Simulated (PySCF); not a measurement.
Hexafluorophosphate, PF6 (charge -1).
Cartesian coordinates in Å at the PBE0-D3(BJ)/def2-SVP level; atoms count from 1:
```
atom  x, y, z in Å
F1     0.5974    0.4114    1.4550
P2     0.0058   -0.0026   -0.0071
F3     1.4227   -0.7204   -0.3769
F4    -1.4108    0.7156    0.3632
F5     0.5563    1.4016   -0.6281
F6    -0.5441   -1.4067    0.6147
F7    -0.5873   -0.4167   -1.4686
```

Level: PBE0/pcSseg-1 in PySCF, non-relativistic, on one gas-phase PBE0-D3(BJ)/def2-SVP geometry that isn't relaxed in the solvent. The solvent is an IEF-PCM continuum (cavity from Bondi-type radii × 1.2). Only the electrostatic response of the medium enters.

Gas phase at PBE0/pcSseg-1: HOMO -5.32 eV, LUMO 7.50 eV.

Task: What does the continuum do to the energy and the frontier levels at PBE0/pcSseg-1 in acetone?

Result: 
```csv
solvent,ε,E(solvent) − E(gas) (kcal/mol),polarisation term (kcal/mol),distortion of the solute (kcal/mol),HOMO (eV),LUMO (eV)
acetone,20.49,-53.56,-53.58,0.02,-10.03,2.81
```

The first energy column is the sum of the next two and covers electrostatics alone.

Task: Which radius a makes Born's formula ΔE = −(q²/2a)(1 − 1/ε) give the value in acetone?

Result: a = q²(1 − 1/ε)/(2|ΔE|) = 2.95 Å, with q = -1 e and |ΔE| = 0.0853 Eh; the farthest nucleus lies 1.63 Å from the centroid of the nuclei. The formula assumes a point charge at the centre of a sphere.

Task: Which Hirshfeld charges (PBE0/pcSseg-1) respond most in acetone (means over atoms taken as equivalent)?

Result: 
```tsv
atoms	environment	gas (e)	solvent (e)	change
P2	phosphorus bonded to 6 F	+0.472	+0.467	-0.005
F1 (×6)	phosphorus-bound fluorine	-0.245	-0.244	+0.001
```
